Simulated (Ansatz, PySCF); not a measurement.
Potential energy curve for GeN (cation, charge +1), lowest triplet found (which spin is the ground state isn't settled by this scan).

Computed with: UKS-B3LYP/6-31G* = unrestricted B3LYP/6-31G*, spherical d in PySCF; FCI = full CI/cc-pVDZ, cores with 3d frozen (Ansatz, an electronic-structure program).

Energies relative to the lowest point of each curve between 1.80 and 2.40 Å, where full CI is lowest, in kJ/mol; the last columns give the difference from FCI:

```
R / Å  UKS-B3LYP/6-31G*    FCI  UKS-B3LYP/6-31G* − FCI
-----  ----------------  -----  ----------------------
1.80               16.7   20.7                    -4.0
1.86                4.3    6.8                    -2.5
1.95                0.0    0.0                     0.0
1.99                2.2    0.9                     1.3
2.06               10.3    6.5                     3.8
2.14               24.5   17.2                     7.3
2.28               56.3   40.8                    15.5
2.40               85.6   61.5                    24.1
2.59              126.0   88.8                    37.2
2.80              156.1  108.8                    47.3
3.05              177.0  121.8                    55.3
```

UKS-B3LYP/6-31G* is furthest from FCI at 3.05 (55.3 kJ/mol, above); its mean absolute difference over the points is 18.0 kJ/mol.

The scan ran from 1.38 to 6.44 Å; beyond the distances shown full CI changes its symmetry label. The unrestricted determinant behind UKS-B3LYP/6-31G* is spin-contaminated at 2.59 to 3.05 Å (<S²> up to 2.7, against 2.00 for a pure triplet). Also computed but left out beside FCI, since their determinant holds another spin at the minimum (<S²> over 0.7 above the pure value): UHF/6-31G*, UMP2/6-31G*, UHF/LANL2DZ.
